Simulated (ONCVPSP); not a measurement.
**hydrogen (H): ONCV pseudisation with PBE, scalar-relativistic reference atom.**

H (Z = 1), optimised norm-conserving Vanderbilt (ONCV), made with ONCVPSP 4.0.1 (PBE, scalar-relativistic). Core none, reference 1s0.5 (charge +0.5). Waves: 1s: rc 0.85 bohr, ncon 4, nbas 8, qcut 8.5 1/bohr, local; p scattering state at 0.39 Ha: rc 0.85 bohr, ncon 3, nbas 8, qcut 8.5 1/bohr, 1 projector. Local part: the s channel. Core correction: none.

Results:

- Cutoffs needed: 23 Ha and 35 Ha (the cutoffs (Ha) at which the residual kinetic energy of the hardest occupied pseudo-wave falls to 1 and 0.1 mHa per electron)
- Ghost test: no bound ghost flagged; no localised positive-energy state flagged

Generation and tests took about 0.68 s on one core of a shared server CPU.
